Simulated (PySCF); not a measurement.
Species: 3,4'-bipyridine, C10H8N2.
Structure used (GFN2-xTB), in Å, numbered top down from 1:
```
atom  x, y, z in Å
C1     2.9182    0.6226   -0.1293
C2     3.2539   -0.4805   -0.9007
N3     2.3653   -1.3636   -1.3225
C4     1.1022   -1.1921   -0.9867
C5     0.6449   -0.1305   -0.2035
C6    -0.7737    0.0052    0.1452
C7    -1.4015    1.2503    0.1392
C8    -2.7420    1.3219    0.4774
N9    -3.4693    0.2691    0.8095
C10   -2.8771   -0.9129    0.8150
C11   -1.5436   -1.1035    0.4945
C12    1.5927    0.7968    0.2265
H13    3.6751    1.3226    0.1892
H14    4.2775   -0.6691   -1.1953
H15    0.4110   -1.9286   -1.3765
H16   -0.8584    2.1396   -0.1428
H17   -3.2636    2.2702    0.4838
H18   -3.5071   -1.7478    1.0930
H19   -1.1037   -2.0881    0.5325
H20    1.2940    1.6290    0.8486
```

Theory: PBE0/pcSseg-1 in PySCF (dipole) on a GFN2-xTB geometry, gas phase.

Take the most abundant isotopes and a rigid rotor. The values belong to one conformer with, in the numbering `[cH:1]1[cH:2][n:3][cH:4][c:5](-[c:6]2[cH:7][cH:8][n:9][cH:10][cH:11]2)[cH:12]1`, C4–C5–C6–C7 -139°.

(1) Give the principal moments of inertia and the rotational constants in GHz.

(2) What kind of rotor is it?

(3) Is it planar, by Δ = Ic − Ia − Ib?

(4) Give the other two planar moments, Paa and Pbb, and the rms extents of the mass along the axes.

(5) List the rotational levels J(Ka,Kc) to J = 5 (MHz).

(6) Predict some low-J microwave lines.

(7) Estimate the classical rotational partition function at 10 K, 100 K and 298.15 K.

Results:

(1) Ia = 167.19, Ib = 910.72, Ic = 1037.84 u·Å²; 505379 MHz·u·Å²/I gives 3023, 554.9 and 487.0 MHz, that is A = 3.0227, B = 0.5549, C = 0.4870 GHz.

(2) A near-prolate asymmetric top; Ray's κ = -0.946.

(3) Not planar: Δ = Ic − Ia − Ib = -40.08 u·Å². For a rigid frame Δ = −2 Σ m c², so Σ m c² = 20.04 u·Å² lies off the ab plane: 3.87 from hydrogen and 16.17 from heavier atoms. The atom farthest from that plane is 0.77 Å away.

(4) Paa = Σ m a² = (Ib + Ic − Ia)/2 = 890.68 and Pbb = Σ m b² = (Ia + Ic − Ib)/2 = 147.15 u·Å². With the mass M = 156.07 u, the rms extents √(P/M) along a, b and c are 2.39, 0.97, 0.36 Å.

(5) Above 0(0,0):
J = 1: 1(0,1) 1042, 1(1,1) 3510, 1(1,0) 3578
J = 2: 2(0,2) 3124, 2(1,2) 5525, 2(1,1) 5729, 2(2,1) 13133, 2(2,0) 13134
J = 3: 3(0,3) 6244, 3(1,3) 8548, 3(1,2) 8956, 3(2,2) 16258, 3(2,1) 16265, 3(3,1) 28768, 3(3,0) 28768
J = 4: 4(0,4) 10398, 4(1,4) 12577, 4(1,3) 13257, 4(2,3) 20425, 4(2,2) 20446, 4(3,2) 32938, 4(3,1) 32938, 4(4,1) 50448, 4(4,0) 50448
J = 5: 5(0,5) 15580, 5(1,5) 17611, 5(1,4) 18630, 5(2,4) 25631, 5(2,3) 25679, 5(3,3) 38152, 5(3,2) 38153, 5(4,2) 55661, 5(4,1) 55661, 5(5,1) 78174, 5(5,0) 78174
The levels of one J sum to (2J + 1)J(J + 1)(A + B + C)/3.

(6) The dipole components are |μa| = 1.36 D, |μb| = 1.80 D, |μc| = 0.67 D. Intensities carry the squares of the components, which stand as 0.57 : 1.00 : 0.14 (a : b : c). Some lines, for components of 0.1 D or more:

```json
{"type": "b", "branch": "Q", "J(Ka,Kc)": "4(1,3) ← 4(0,4)", "MHz": "2859", "lower level (cm⁻¹)": "0.347"}
{"type": "a", "branch": "R", "J(Ka,Kc)": "4(0,4) ← 3(0,3)", "MHz": "4154", "lower level (cm⁻¹)": "0.208"}
{"type": "a", "branch": "R", "J(Ka,Kc)": "4(1,3) ← 3(1,2)", "MHz": "4301", "lower level (cm⁻¹)": "0.299"}
{"type": "c", "branch": "R", "J(Ka,Kc)": "2(1,1) ← 1(0,1)", "MHz": "4687", "lower level (cm⁻¹)": "0.035"}
{"type": "a", "branch": "R", "J(Ka,Kc)": "5(2,3) ← 4(2,2)", "MHz": "5234", "lower level (cm⁻¹)": "0.682"}
{"type": "a", "branch": "R", "J(Ka,Kc)": "5(1,4) ← 4(1,3)", "MHz": "5373", "lower level (cm⁻¹)": "0.442"}
{"type": "b", "branch": "R", "J(Ka,Kc)": "3(1,3) ← 2(0,2)", "MHz": "5424", "lower level (cm⁻¹)": "0.104"}
{"type": "c", "branch": "R", "J(Ka,Kc)": "4(1,3) ← 3(0,3)", "MHz": "7012", "lower level (cm⁻¹)": "0.208"}
{"type": "b", "branch": "Q", "J(Ka,Kc)": "5(2,3) ← 5(1,4)", "MHz": "7050", "lower level (cm⁻¹)": "0.621"}
{"type": "b", "branch": "R", "J(Ka,Kc)": "5(1,5) ← 4(0,4)", "MHz": "7213", "lower level (cm⁻¹)": "0.347"}
{"type": "c", "branch": "Q", "J(Ka,Kc)": "2(2,1) ← 2(1,1)", "MHz": "7403", "lower level (cm⁻¹)": "0.191"}
{"type": "b", "branch": "Q", "J(Ka,Kc)": "4(2,3) ← 4(1,4)", "MHz": "7848", "lower level (cm⁻¹)": "0.420"}
{"type": "b", "branch": "R", "J(Ka,Kc)": "2(2,1) ← 1(1,0)", "MHz": "9555", "lower level (cm⁻¹)": "0.119"}
{"type": "c", "branch": "R", "J(Ka,Kc)": "3(2,2) ← 2(1,2)", "MHz": "10733", "lower level (cm⁻¹)": "0.184"}
{"type": "b", "branch": "R", "J(Ka,Kc)": "4(2,3) ← 3(1,2)", "MHz": "11469", "lower level (cm⁻¹)": "0.299"}
{"type": "c", "branch": "R", "J(Ka,Kc)": "4(2,2) ← 3(1,2)", "MHz": "11489", "lower level (cm⁻¹)": "0.299"}
{"type": "c", "branch": "Q", "J(Ka,Kc)": "5(3,3) ← 5(2,3)", "MHz": "12473", "lower level (cm⁻¹)": "0.857"}
{"type": "b", "branch": "Q", "J(Ka,Kc)": "3(3,1) ← 3(2,2)", "MHz": "12510", "lower level (cm⁻¹)": "0.542"}
{"type": "c", "branch": "R", "J(Ka,Kc)": "5(2,4) ← 4(1,4)", "MHz": "13054", "lower level (cm⁻¹)": "0.420"}
{"type": "b", "branch": "R", "J(Ka,Kc)": "5(2,3) ← 4(1,4)", "MHz": "13102", "lower level (cm⁻¹)": "0.420"}
{"type": "b", "branch": "R", "J(Ka,Kc)": "3(3,1) ← 2(2,0)", "MHz": "15634", "lower level (cm⁻¹)": "0.438"}
{"type": "c", "branch": "R", "J(Ka,Kc)": "3(3,0) ← 2(2,0)", "MHz": "15634", "lower level (cm⁻¹)": "0.438"}
{"type": "b", "branch": "Q", "J(Ka,Kc)": "4(4,0) ← 4(3,1)", "MHz": "17510", "lower level (cm⁻¹)": "1.099"}
{"type": "b", "branch": "Q", "J(Ka,Kc)": "4(4,1) ← 4(3,2)", "MHz": "17510", "lower level (cm⁻¹)": "1.099"}
{"type": "c", "branch": "R", "J(Ka,Kc)": "4(4,0) ← 3(3,0)", "MHz": "21680", "lower level (cm⁻¹)": "0.960"}
{"type": "b", "branch": "R", "J(Ka,Kc)": "5(4,1) ← 4(3,2)", "MHz": "22722", "lower level (cm⁻¹)": "1.099"}
{"type": "b", "branch": "R", "J(Ka,Kc)": "5(5,0) ← 4(4,1)", "MHz": "27726", "lower level (cm⁻¹)": "1.683"}
```

(7) Point group C1, symmetry number σ = 1; q = (√π/σ)·√((kT/h)³/(ABC)), k/h = 20836.6 MHz/K: 5900 at 10 K, 187000 at 100 K, 960000 at 298.15 K.

GFN2-xTB frequencies: not computed here. No vibrational averaging or centrifugal distortion is included, and the geometry carries the error of its method. Quadrupole hyperfine structure (14N) is left out.
